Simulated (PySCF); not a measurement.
InFBr₂, SMILES [F][In]([Br])[Br].

Coordinates come from a B3LYP-D3(BJ)/def2-SVP optimisation. The structure was generated by enumeration; whether it is a known compound was not checked. The def2 effective core potentials stand for the cores of In; spin–orbit coupling is left out.

Two levels are set side by side: PBE/def2-TZVP (PySCF) and PBE0/def2-TZVP (PySCF). Same geometry, gas phase. Differences are taken from unrounded values.

```
quantity                      PBE0
---------------------------  -----
orbital gap (eV)              5.63
highest occupied level (eV)  -8.96
lowest empty level (eV)      -3.34
dipole moment (D)             1.29
mean polarisability (bohr³)   74.4
```

Problem. What does PBE give, and how far is it from PBE0? (Estimate from the structure and the level; the computed values follow.)

Solution. 
```tsv
quantity	PBE	PBE minus PBE0
orbital gap (eV)	3.50	-2.13
highest occupied level (eV)	-7.66	1.31
lowest empty level (eV)	-4.16	-0.82
dipole moment (D)	1.22	-0.07
mean polarisability (bohr³)	78.2	3.9
```

PBE's occupied levels lie high since its potential decays too fast outside the molecule; exact exchange lowers them and widens the gap. PBE's more diffuse valence density responds more strongly to a field. Differences between two approximate levels are no errors against the true value.

Rough cost on one machine, each run with all the roots and properties that it gave: PBE0 against PBE within a factor of 2.
